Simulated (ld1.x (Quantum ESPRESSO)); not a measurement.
# arsenic (As): one change to an RRKJ potential, before and after

- Element: arsenic
- Generator: ld1.x (Quantum ESPRESSO) 7.5
- Type: norm-conserving RRKJ (Kleinman–Bylander form)
- Functional: PBE
- Relativity: fully relativistic
- Frozen core: [Ar] 3d10
- Valence charge: 5
- Reference configuration: 4s2 4p3
- Partial waves: 4p (bound): rc 1.95 bohr; 4s (bound): rc 1.60 bohr
- Local potential: the s channel
- Core correction: a·sin(br)/r model core inside 1.45 bohr
- rho0: 0.02

Open shells are filled in proportion to 2j + 1 (rel_dist='average').

Change: wave 4p (bound): rc 1.95 bohr becomes 4p (bound): rc 2.92 bohr.

Cutoffs: the cutoffs (Ry, on a coarse ladder) from which the occupation-weighted sum of valence levels, in a spherical-Bessel basis at the reference potential, stays within 10 and 1 mRy of its value at 400 Ry; they do not see the model core or the augmentation charge, which bear on the density cutoff. Errors are all-electron minus pseudo energies relative to the spin-unpolarised reference configuration.

What does the change do?

The potential gets neither clearly harder nor softer (35 Ry and 50 Ry → 35 Ry and 50 Ry); a bound ghost appears in p, which as a rule spoils a file; of the 7 tests that both files solve, the error grows in 4 and shrinks in 2 by more than 15 % and 0.3 meV (median size 19.8 → 4.0 meV).

| quantity | base | changed |
| --- | --- | --- |
| cutoff, loose | 35 Ry | 35 Ry |
| cutoff, tight | 50 Ry | 50 Ry |
| loose cutoff by channel (10 mRy a level) | p 21 Ry, s 18 Ry | p 6 Ry, s 18 Ry |
| bound ghosts | none | p3/2, p1/2 |
| error for 4s2 4p2, meV [ΔE 9.15 eV] | -2.8 | -4.0 |
| error for 4s2 4p1, meV [ΔE 27.07 eV] | -20 | -35 |
| error for 4s2 4p0, meV [ΔE 54.78 eV] | -69 | -138 |
| error for 4s1 4p0, meV [ΔE 105.43 eV] | -266 | -427 |
| error for 4s0 4p5, meV [ΔE 19.05 eV] | -52 | -3.1 |
| error for 4s1 4p4, meV [ΔE 9.41 eV] | -13 | -0.7 |
| error for 4s2 4p3.3, meV [ΔE -1.23 eV] | -0.1 | -0.1 |

 A true bound ghost makes a file unfit for plane-wave use even where its test errors are small: the radial tests pick states by their node count and pass the ghost by.
